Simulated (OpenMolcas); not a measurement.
# Fe2+: moving or changing the point charges

Fe2+ among 4 point charges of -2.5 e arranged as a tetrahedron (Td), 2.08 Å from the ion.
```
   1.2009    1.2009    1.2009  -2.50
   1.2009   -1.2009   -1.2009  -2.50
  -1.2009    1.2009   -1.2009  -2.50
  -1.2009   -1.2009    1.2009  -2.50
```

| Property | Result |
| --- | --- |
| Program | OpenMolcas |
| Method | CASSCF |
| Basis | ANO-RCC-VDZP [5s4p2d1f] |
| Scalar Hamiltonian | DKH2, point nucleus |
| Active space | 6 electrons in 5 orbitals (3d) |
| State averaging | 2S+1 = 5 even, 5 roots; 2S+1 = 3 even, 45 roots; 2S+1 = 1 even, 50 roots |
| Spin-orbit coupling | RASSI with atomic mean-field integrals over the reference wave functions |

Runs around this geometry, states (labels of Td). Energies in cm-1 above the lowest state or level, χT in cm3 K/mol.

```csv
R (Å),q (e),Ground state,First state of that spin,First gap with spin-orbit (degeneracies),χT at 300 K,First state of another spin
2.08,-2,5E,5T2 1587,"29.0 (1, 3)",4.028,3T1 21714
1.88,-2.5,5E,5T2 1540,"29.0 (1, 3)",4.028,3T1 20884
2.08,-2.5,5E,5T2 1603,"28.8 (1, 3)",4.013,3T1 21518
2.3,-2.5,5E,5T2 1271,"31.1 (1, 3)",4.247,3T1 21859
```

Scaling the charges by -2 / -2.5 = 0.80 scales the first state of the same spin by 1587 / 1603 = 0.99; with fixed orbitals a first-order splitting would follow the charge.

An orbital doublet at a regular site is open to a Jahn-Teller distortion, which this geometry leaves out. Without dynamic correlation the repulsion within the d shell is too large (B by tens of per cent), so at a given field states of lower spin stand too high. The ground term spreads over less than 5000 cm-1, several times less than with real ligands, so orbital moments are less quenched and χT lies further from the spin-only value than at real sites. Point charges carry no covalency, so the field is a model and not that of real ligands. No measured value stands beside these numbers.
